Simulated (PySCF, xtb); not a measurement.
Sn(nBu)(OH)3 (C4H12O3Sn), SMILES [CH2](CCC)[Sn]([OH])([OH])[OH].

GFN2-xTB in xtb 6.7.1 at its own geometry gives an orbital gap of 4.06 eV and a dipole moment of 2.84 D.

The structure is a stationary point at PBE0-D3(BJ)/def2-SVP. The isomer is the one that the SMILES or the coordinates give; other isomers of the formula were not compared. The def2 effective core potentials stand for the cores of Sn; spin–orbit coupling is left out. Other conformers were not sampled.

Question: What does CAM-B3LYP/def2-SVP (PySCF) give? (The exact figures need the calculation; the answer reports its results.)

Answer: gap 9.70 eV (levels -9.18 and 0.51 eV), dipole 0.68 D.
